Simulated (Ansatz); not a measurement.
LaCl₃⁻. Charge -1, multiplicity 2. Geometry PBE-D4/def2-SVP, that of the neutral singlet; atoms count from 1.

Cartesian coordinates in Å:
```
La 0.414 -0.084 0.094
Cl 0.390 2.513 -0.132
Cl -0.855 -1.031 2.166
Cl 0.051 -1.398 -2.128
```

In the def2 sets La takes a core potential; there is no spin–orbit coupling.

Problem. Estimate the Mulliken populations from the PBE0/def2-TZVPD orbitals of Ansatz.

Solution. 
```
atom  charge (e)  spin (α − β)  d electrons
 La1        0.73          1.06         1.32
 Cl2       -0.58         -0.02            –
 Cl3       -0.58         -0.02            –
 Cl4       -0.58         -0.02            –
```
Mulliken values and Mayer orders depend strongly on the basis. With diffuse functions, as here, like atoms can get unlike values, and bond orders can come out too low or too high.

Problem. Where does the spin sit?

Solution. Summed by element: La 1.06, Cl -0.06, of 1 unpaired in all. Largest on single atoms: La1 1.06, Cl2 -0.02, Cl3 -0.02.

Problem. And the Mayer bond orders between bonded heavy atoms (over 0.3)?

Solution. La1–Cl2 0.70 (2.61 Å); La1–Cl3 0.70 (2.61 Å); La1–Cl4 0.70 (2.61 Å).
